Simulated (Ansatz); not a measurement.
Z-matrix (Å, degrees):
```
Zr
F 1 1.8858
Cl 1 2.3354 2 108.92
Cl 1 2.3354 2 108.92 3 -120.00
Cl 1 2.3355 2 108.91 4 -120.00
```
Charge 0, spin multiplicity 1.

Calculation: frozen-core CCSD(T)/def2-TZVPP // r2SCAN-D4/def2-SVP in Ansatz (an electronic-structure program).

The HF energy is -1524.90058 Ha. The MP2 correlation energy is -1.15571 Ha.

Task: Estimate the CCSD correlation energy, the (T) correction, the total energy and the T1 diagnostic.

Result: 
- CCSD correlation energy: -1.19035 Ha
- (T) correction: -0.05332 Ha
- CCSD(T) total energy: -1526.14425 Ha
- T1 diagnostic: 0.016
